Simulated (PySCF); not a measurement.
## Manganese: a sound run and one with changed settings

Sound run: Mn⁺ [Ar] 3d5 4s1, Mn²⁺ [Ar] 3d5. Computed with PySCF 2.14 in pcseg-2 (6s4p3d2f1g, 56 functions), with no relativity, point nucleus. The sound run starts from symmetry-adapted Hartree-Fock orbitals and uses a fine grid where one is needed.

Changed run: initial guess atom, at most 3 SCF cycles. This setting is unsound on purpose.

| species | method | sound run (hartree) | changed run (hartree) | converged |
| --- | --- | --- | --- | --- |
| Mn⁺ | UHF | -1149.62764 | -1149.62408 | no |
| Mn⁺ | B3LYP | -1150.75616 | -1150.75339 | no |
| Mn⁺ | LDA | -1148.36034 | -1148.35696 | no |
| Mn²⁺ | UHF | -1149.08695 | -1149.08316 | no |
| Mn²⁺ | B3LYP | -1150.17112 | -1150.14347 | no |
| Mn²⁺ | LDA | -1147.76065 | -1147.72671 | no |

The SCF was stopped early; the energies are upper bounds that still move, and correlated levels were skipped or rest on poor orbitals.
